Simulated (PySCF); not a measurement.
B(Me)2(OMe) (C₃H₉BO), SMILES COB(C)C. Atoms are numbered in the order given.

```xyz
14

B      0.2757     0.3572     0.1803
C      1.3832     1.4628     0.0210
H      2.2108     1.2766     0.7273
H      0.9773     2.4516     0.2966
H      1.7937     1.5201    -0.9970
C     -0.4685     0.0843     1.5490
H     -0.3242    -0.9607     1.8749
H     -1.5591     0.2162     1.4376
H     -0.1306     0.7412     2.3626
O     -0.0220    -0.3698    -0.9309
C     -0.9848    -1.3888    -0.9471
H     -1.0217    -1.8152    -1.9599
H     -0.7387    -2.1984    -0.2394
H     -1.9893    -1.0087    -0.6950
```

Coordinates come from a PBE0-D3(BJ)/def2-SVP optimisation. One conformer was computed; it need not be the lowest.

All values below come from PBE/def2-TZVP (PySCF).

ESP charges are fitted to the potential on shells at 1.4 to 2.0 van der Waals radii. Atomic charges (e):

```tsv
atom	Mulliken	ESP fit	Löwdin
B1	0.19	0.91	-0.74
C2	[?]	-0.93	-0.27
H3	0.13	0.21	0.15
H4	0.13	0.21	0.15
H5	0.13	0.19	0.14
C6	[?]	-0.91	-0.27
H7	0.13	0.20	0.15
H8	0.13	0.20	0.15
H9	0.13	0.20	0.14
O10	-0.20	-0.37	0.38
C11	[?]	-0.26	-0.33
H12	[?]	0.14	0.11
H13	[?]	0.11	0.11
H14	[?]	0.11	0.11
```

Question: Some entries are withheld; supply them. (The exact figures need the calculation; the answer reports its results.)

Answer: 
- C2, Mulliken: -0.43
- C6, Mulliken: -0.47
- C11, Mulliken: -0.22
- H12, Mulliken: 0.14
- H13, Mulliken: 0.11
- H14, Mulliken: 0.11

Computed Mayer and Wiberg (Löwdin basis) orders of the bonds:
```json
[
 {"bond": "B1–C2", "Mayer": "1.05", "Wiberg": "1.31"},
 {"bond": "C2–H3", "Mayer": "0.94", "Wiberg": "0.85"},
 {"bond": "C2–H4", "Mayer": "0.94", "Wiberg": "0.85"},
 {"bond": "C2–H5", "Mayer": "0.95", "Wiberg": "0.87"},
 {"bond": "B1–C6", "Mayer": "1.03", "Wiberg": "1.29"},
 {"bond": "C6–H7", "Mayer": "0.94", "Wiberg": "0.85"},
 {"bond": "C6–H8", "Mayer": "0.94", "Wiberg": "0.85"},
 {"bond": "C6–H9", "Mayer": "0.96", "Wiberg": "0.87"},
 {"bond": "B1–O10", "Mayer": "1.38", "Wiberg": "1.85"},
 {"bond": "O10–C11", "Mayer": "0.96", "Wiberg": "1.43"},
 {"bond": "C11–H12", "Mayer": "0.97", "Wiberg": "0.93"},
 {"bond": "C11–H13", "Mayer": "0.97", "Wiberg": "0.92"},
 {"bond": "C11–H14", "Mayer": "0.97", "Wiberg": "0.92"}
]
```
